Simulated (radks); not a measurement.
Problem. All-electron atom: the krypton ion Kr3+ in [Ar] 3d10 4s2 4p(up 3, down 0). All-electron calculation, scalar-relativistic Kohn-Sham, LDA (Slater exchange, Perdew-Wang correlation), spin-polarised, spherical densities, finite nucleus; Fermi nuclear charge, rms radius 4.1884 fm. Program: a radial shooting solver on a logarithmic mesh with Libxc functionals. Some entries of the table are withheld. Estimate them.

| orbital | occ. | eigenvalue (eV) | <r> (bohr) | <r^2> (bohr^2) |
|---|---|---|---|---|
| 1s up | 1 | -14176.82 | 0.04154 | 0.002324 |
| 1s down | 1 | -14176.51 | 0.04154 | 0.002324 |
| 2s up | 1 | -1902.594 | 0.1838 | 0.03982 |
| 2s down | 1 | -1902.387 | 0.1838 | 0.03982 |
| 2p up | 3 | -1688.641 | 0.1602 | 0.03141 |
| 2p down | 3 | -1688.350 | 0.1602 | 0.03141 |
| 3s up | 1 | -303.5068 | 0.5312 | 0.3245 |
| 3s down | 1 | -303.0979 | 0.5309 | 0.3240 |
| 3p up | 3 | -235.3614 | 0.5411 | (1) |
| 3p down | 3 | -234.8992 | 0.5404 | (2) |
| 3d up | 5 | -122.1240 | 0.5550 | 0.3793 |
| 3d down | 5 | -121.5590 | 0.5524 | 0.3750 |
| 4s up | 1 | -60.5577 | (3) | 2.414 |
| 4s down | 1 | -57.4259 | (4) | 2.427 |
| 4p up | 3 | -44.7416 | (5) | 3.105 |
| 4p down | 0 | -41.6606 | (6) | 3.187 |

Solution. 
(1) 3p up <r^2> (bohr^2): 0.3427
(2) 3p down <r^2> (bohr^2): 0.3416
(3) 4s up <r> (bohr): 1.461
(4) 4s down <r> (bohr): 1.463
(5) 4p up <r> (bohr): 1.652
(6) 4p down <r> (bohr): 1.670
